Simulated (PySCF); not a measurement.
First hyperpolarisability: heptane (SMILES C(C)CCCCC)

Geometry:
```json
{"atom": "C1", "x (Å)": "-3.821", "y (Å)": "0.373", "z (Å)": "-0.107"}
{"atom": "C2", "x (Å)": "-2.546", "y (Å)": "-0.373", "z (Å)": "0.254"}
{"atom": "C3", "x (Å)": "-1.277", "y (Å)": "0.365", "z (Å)": "-0.150"}
{"atom": "C4", "x (Å)": "0.005", "y (Å)": "-0.374", "z (Å)": "0.207"}
{"atom": "C5", "x (Å)": "1.273", "y (Å)": "0.364", "z (Å)": "-0.197"}
{"atom": "C6", "x (Å)": "2.555", "y (Å)": "-0.375", "z (Å)": "0.160"}
{"atom": "C7", "x (Å)": "3.817", "y (Å)": "0.370", "z (Å)": "-0.247"}
{"atom": "H8", "x (Å)": "-4.720", "y (Å)": "-0.185", "z (Å)": "0.198"}
{"atom": "H9", "x (Å)": "-3.889", "y (Å)": "0.545", "z (Å)": "-1.193"}
{"atom": "H10", "x (Å)": "-3.860", "y (Å)": "1.359", "z (Å)": "0.383"}
{"atom": "H11", "x (Å)": "-2.522", "y (Å)": "-0.563", "z (Å)": "1.342"}
{"atom": "H12", "x (Å)": "-2.551", "y (Å)": "-1.370", "z (Å)": "-0.221"}
{"atom": "H13", "x (Å)": "-1.297", "y (Å)": "0.556", "z (Å)": "-1.239"}
{"atom": "H14", "x (Å)": "-1.268", "y (Å)": "1.363", "z (Å)": "0.325"}
{"atom": "H15", "x (Å)": "-0.004", "y (Å)": "-1.372", "z (Å)": "-0.268"}
{"atom": "H16", "x (Å)": "0.025", "y (Å)": "-0.564", "z (Å)": "1.296"}
{"atom": "H17", "x (Å)": "1.283", "y (Å)": "1.362", "z (Å)": "0.278"}
{"atom": "H18", "x (Å)": "1.253", "y (Å)": "0.555", "z (Å)": "-1.286"}
{"atom": "H19", "x (Å)": "2.543", "y (Å)": "-1.372", "z (Å)": "-0.315"}
{"atom": "H20", "x (Å)": "2.571", "y (Å)": "-0.566", "z (Å)": "1.248"}
{"atom": "H21", "x (Å)": "3.844", "y (Å)": "0.544", "z (Å)": "-1.334"}
{"atom": "H22", "x (Å)": "4.726", "y (Å)": "-0.190", "z (Å)": "0.023"}
{"atom": "H23", "x (Å)": "3.875", "y (Å)": "1.355", "z (Å)": "0.244"}
```

Computed with PySCF, quadratic response CAM-B3LYP/aug-cc-pVDZ first hyperpolarisability, Taylor convention, gas phase. Geometry: PBE0-D3(BJ)/def2-SVP.

Question: Give β for the processes computed.

Answer: In au, Taylor convention; the vector part is βᵢ = ⅓ Σⱼ (βᵢⱼⱼ + βⱼᵢⱼ + βⱼⱼᵢ); β∥ is 3/5 of the vector part along the dipole, the dipole points from − to +:
```csv
process,λ (nm),β vector norm,β∥,β HRS,depolarisation ratio
"static β(0;0,0)",∞,33.5,20.1,14.2,4.71
"second harmonic β(−2ω;ω,ω)",1907,34.7,20.9,14.6,4.72
"Pockels β(−ω;ω,0)",1907,33.9,20.4,–,–
"second harmonic β(−2ω;ω,ω)",1064,37.6,22.6,15.8,4.75
"Pockels β(−ω;ω,0)",1064,34.8,20.9,–,–
```

Question: Which lowest excitations, dipole and polarisabilities go with it?

Answer: S1 8.04 eV (f = 0.006); S2 8.12 eV (f = 0.000); S3 8.19 eV (f = 0.000); dipole 0.09 D; isotropic α 91.0 au static, 91.2 au at 1907 nm, 91.6 au at 1064 nm, 91.8 au at 953.5 nm, 93.6 au at 532 nm.
